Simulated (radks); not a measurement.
The bromine anion Br-, 36 electrons, occupied as [Kr]. Method: scalar-relativistic Kohn-Sham, LDA (Slater exchange, Perdew-Wang correlation), spin-polarised, spherical densities, point nucleus; Watson sphere of charge +0.66 and radius 5.09 bohr; computed with a radial shooting solver on a logarithmic mesh with Libxc functionals.

Local quantities along the radius. ELF = 1/(1 + alpha^2) is the electron localisation function; alpha = (tau - tau_W)/tau_unif compares the Pauli kinetic energy density with that of the uniform gas (summed over spins); -r V(r) is the screened charge that the Kohn-Sham potential of spin up presents (atomic units). tau is taken from the large components.

r (bohr)	ELF	alpha	-r V(r)
0.003271	1.000	0.02097	34.51
0.004293	0.999	0.02274	34.36
0.005681	0.999	0.02570	34.15
0.007456	0.999	0.03034	33.88
0.009787	0.999	0.03796	33.54
0.01295	0.997	0.05165	33.07
0.017	0.994	0.07666	32.50
0.02231	0.984	0.1279	31.78
0.02952	0.942	0.2491	30.85
0.03875	0.778	0.5344	29.75
0.05127	0.439	1.129	28.37
0.06729	0.297	1.539	26.79
0.08833	0.457	1.091	24.94
0.1169	0.723	0.6191	22.76
0.1534	0.782	0.5275	20.40
0.2014	0.559	0.8891	17.85
0.2664	0.252	1.723	15.06
0.3497	0.454	1.097	12.28
0.459	0.743	0.5874	9.560
0.6073	0.752	0.5736	7.084
0.7972	0.490	1.021	5.158
1.046	0.197	2.021	3.636
1.384	0.447	1.111	2.422
1.817	0.793	0.5115	1.503
2.385	0.790	0.5151	0.8406
3.156	0.625	0.7747	0.4363
4.143	0.356	1.346	0.2538
5.438	0.116	2.758	0.1564
7.195	0.015	8.036	-0.03385

On this mesh the ELF has minima near r = 0.067, 0.27, 1.0 bohr, which separate the shells, and maxima near 0.15 (0.78), 0.53 (0.78), 2.1 (0.82).

Self-consistent cycle (total energy in hartree, residual of the potential): 1: -2607.348652, 3e+00; 2: -2607.706425, 2e+00; 3: -2607.917071, 1e-01; 4: -2607.921226, 4e-02; 5: -2607.921605, 2e-02; 6: -2607.921574, 9e-03; 7: -2607.921612, 5e-04; 8: -2607.921611, 3e-05; 9: -2607.921611, 5e-06; 10: -2607.921611, 2e-06; 11: -2607.921611, 6e-07; 12: -2607.921611, 1e-07; 13: -2607.921611, 3e-08; 14: -2607.921611, 2e-09.
